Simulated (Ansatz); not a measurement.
BHO, SMILES O=B.

The structure is a stationary point at PBE0-D3(BJ)/def2-TZVPD.

Two levels are set side by side: PBE/def2-TZVPD (Ansatz, a program for electronic structure) and PBE0/def2-TZVPD (Ansatz). Energy differences of separate SCF runs at the same geometry; the states with an electron removed or added have multiplicity 2 and 2. Differences are taken from unrounded values.

```json
[
 {"quantity": "vertical ionisation energy (eV)", "PBE0": "13.49"},
 {"quantity": "vertical singlet–triplet gap (eV)", "PBE0": "7.02"}
]
```

Question: What does PBE give, and how far is it from PBE0? (The exact figures need the calculation; the answer reports its results.)

Answer: 
| quantity | PBE | PBE minus PBE0 |
|---|---|---|
| vertical ionisation energy (eV) | 13.79 | 0.30 |
| vertical singlet–triplet gap (eV) | 7.30 | 0.28 |
